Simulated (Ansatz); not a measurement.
Reaction (substitution at a C–Si bond): `C[CH]([SiH3])[GeH3]` + HBr → `C[CH]([GeH3])Br` + SiH₄

Isolated molecules relaxed with PBE0-D4/def2-TZVP in Ansatz; ΔE leaves out vibrations. CCSD(T)/CBS is the MP2 limit (def2-TZVPP, def2-QZVPP) plus CCSD(T) − MP2 in def2-TZVPP, frozen cores. This one scheme is used for every species. Functionals use def2-TZVPP. B3LYP here is the variant with VWN-RPA as its local correlation; programs differ in this. For Br, Ge outer-core shells are correlated without core-valence functions, which leaves a few kJ/mol of doubt a bond. Scalar relativity is left out up to krypton.

(1) Is it downhill or uphill in electronic energy at CCSD(T)/CBS, and by how much? (Estimate.)

(2) What do these levels give: PBE-D4, B3LYP-D4, ωB97X-V, B2PLYP, PBE, SCS-MP2/def2-TZVPP, CCSD/def2-TZVPP, CCSD(T)/def2-TZVPP, HF/def2-QZVPP, SCS-MP2/def2-QZVPP, HF/CBS(def2), CCSD/CBS(def2)? (An estimate is asked.)

Largest T1 diagnostic among the species: 0.011.

Results:

(1) The calculation gave: Uphill: ΔE = +45.2 kJ/mol.

(2) The calculation gave: PBE-D4 44.4, B3LYP-D4 42.7, ωB97X-V 44.3, B2PLYP 40.3, PBE 41.5, SCS-MP2/def2-TZVPP 40.6, CCSD/def2-TZVPP 45.1, CCSD(T)/def2-TZVPP 44.5, HF/def2-QZVPP 38.3, SCS-MP2/def2-QZVPP 41.4, HF/CBS(def2) 38.4, CCSD/CBS(def2) 45.8 kJ/mol.

In def2-TZVPP, CCSD(T) changes the Hartree–Fock value by +6.7 kJ/mol (the triples alone add −0.6 kJ/mol) and MP2 by +6.7 kJ/mol. The D4 term adds +4.3 kJ/mol with B3LYP and +2.6 kJ/mol with PBE0; it sums over pairs of atoms, weighted by their polarisabilities, and B3LYP, whose exchange is more repulsive, gets the larger term. From PBE to PBE0 (25 % exact exchange), in def2-TZVPP and without D4, ΔE moves by +3.8 kJ/mol.
